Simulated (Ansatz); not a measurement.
Basis-set extrapolation for C₂H₆BClO, SMILES `COCBCl` (PBE0-D4/def2-TZVP geometry, frozen core, the Gaussian-basis code of Ansatz). Multiplicity 1, RHF reference.

```
                      def2-TZVPP   def2-QZVPP
                 HF  -638.372527  -638.393542
    MP2 correlation    -0.870045    -0.936892
CCSD(T) correlation    -0.956415      not run
```

Energies in hartree. Use E(X) = E(∞) + A·exp(−7.88·√X) for Hartree–Fock and E(X) = E(∞) + B·X^(−2.97) for correlation, with X = 3 and 4, and add CCSD(T) minus MP2 of the smaller set to the MP2 limit.

Task: What is the CCSD(T) energy at the basis-set limit?

Result: HF limit: -638.393542 + (-0.021015) × 0.13774 = -638.39644. MP2 limit: -0.936892 + (-0.066847) × 0.74074 = -0.98641. Higher-order term: -0.956415 − (-0.870045) = -0.08637. Total: -639.46922 hartree, 368.3 kJ/mol below CCSD(T)/def2-TZVPP.
